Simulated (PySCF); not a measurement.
## Which proton of dimethylaluminum chloride is most acidic?

Parent: dimethylaluminum chloride, `[CH3][Al]([CH3])[Cl]` (C2H6AlCl). Coordinates in Å; atoms count from 1 in this order:
```
C    -1.6120   -0.4583    0.5644
Al   -0.0719    0.5606   -0.0462
C     1.6790   -0.1102   -0.5614
Cl   -0.3185    2.6807   -0.1246
H    -1.8171   -0.2441    1.6274
H    -1.4708   -1.5457    0.4615
H    -2.5215   -0.1737    0.0100
H     2.0510    0.3956   -1.4671
H     2.4145    0.0966    0.2355
H     1.6831   -1.1968   -0.7418
```

Energies: B3LYP-D3(BJ)/ma-def2-TZVP (PySCF, density fitting, integration grid level 2) on PBE0-D3(BJ)/ma-def2-SVP structures. The prefix ma- adds one diffuse s and one diffuse p function on all atoms but H. Thermal corrections: PBE0-D3(BJ)/ma-def2-SVP frequencies, unscaled, ideal gas at 298.15 K and 1 bar, quasi-RRHO entropy.

```
              site                product  ΔH(acid) / eV  ΔG(acid) / eV
C1 (methyl carbon)  [CH2-][Al]([CH3])[Cl]          16.24          15.95
```

ΔH and ΔG refer to AH → A⁻ + H⁺ in the gas phase. Sites whose products fell apart, merged with another or lost in a GFN2-xTB screen aren't listed.

Vertical detachment energies of the anions: `[CH2-][Al]([CH3])[Cl]` 1.83 eV.
